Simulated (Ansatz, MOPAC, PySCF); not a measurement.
Pair of molecules: C2H4 (SMILES C=C) (first 6 atoms) with C3H8 (SMILES CCC); geometry from B3LYP-D3(BJ)/def2-TZVP, rigid monomers moved along the line of their centres of mass till C1···H13 is 3.40 Å.
(charge 0, multiplicity 1):
```json
[
 {"atom": "C", "x (Å)": "0.6473", "y (Å)": "-0.3392", "z (Å)": "0.2789"},
 {"atom": "C", "x (Å)": "-0.5402", "y (Å)": "0.2366", "z (Å)": "0.1678"},
 {"atom": "H", "x (Å)": "1.4945", "y (Å)": "0.1819", "z (Å)": "0.7076"},
 {"atom": "H", "x (Å)": "0.8201", "y (Å)": "-1.3562", "z (Å)": "-0.0516"},
 {"atom": "H", "x (Å)": "-1.3892", "y (Å)": "-0.2846", "z (Å)": "-0.2576"},
 {"atom": "H", "x (Å)": "-0.7131", "y (Å)": "1.2534", "z (Å)": "0.4994"},
 {"atom": "C", "x (Å)": "-1.1988", "y (Å)": "-0.5028", "z (Å)": "4.4084"},
 {"atom": "C", "x (Å)": "0.3257", "y (Å)": "-0.4503", "z (Å)": "4.4324"},
 {"atom": "C", "x (Å)": "0.8667", "y (Å)": "0.9732", "z (Å)": "4.3333"},
 {"atom": "H", "x (Å)": "-1.5663", "y (Å)": "-1.5272", "z (Å)": "4.4946"},
 {"atom": "H", "x (Å)": "-1.6252", "y (Å)": "0.0758", "z (Å)": "5.2319"},
 {"atom": "H", "x (Å)": "-1.5852", "y (Å)": "-0.0880", "z (Å)": "3.4746"},
 {"atom": "H", "x (Å)": "0.7190", "y (Å)": "-1.0461", "z (Å)": "3.6044"},
 {"atom": "H", "x (Å)": "0.6947", "y (Å)": "-0.9172", "z (Å)": "5.3506"},
 {"atom": "H", "x (Å)": "1.9584", "y (Å)": "0.9905", "z (Å)": "4.3410"},
 {"atom": "H", "x (Å)": "0.5308", "y (Å)": "1.4537", "z (Å)": "3.4115"},
 {"atom": "H", "x (Å)": "0.5179", "y (Å)": "1.5851", "z (Å)": "5.1690"}
]
```

Monomers are frozen at their geometry in the pair; levels with a basis set take the counterpoise correction. Rows marked so take none.

Rows in 3-21G, 6-31G* carry no dispersion term and start afresh at each structure (6-31G* with six Cartesian d functions). MP2/6-31G* freezes PySCF's default core. The state reached by AM1, PM7 isn't checked; PM7 holds dispersion and hydrogen-bond terms.

Run with Ansatz (an electronic-structure program); MOPAC for AM1, PM7 (differences of heats of formation); PySCF for 3-21G rows, 6-31G* rows, the dispersion terms. 

```
level                         interaction energy (kcal/mol)
----------------------------  -----------------------------
AM1                                                    0.23
PM7                                                   -1.28
HF/3-21G (no counterpoise)                            -0.49
HF/6-31G*                                              0.34
PBE/def2-TZVPPD                                           ?
r2SCAN-D3(BJ)/def2-TZVPPD                             -1.16
PBE0-D4/def2-TZVPPD                                   -1.25
wB97X-V/def2-TZVPPD                                   -1.15
MP2/6-31G* (no counterpoise)                          -1.15
```

Complete the blanks.


- PBE/def2-TZVPPD, interaction energy (kcal/mol): -0.39
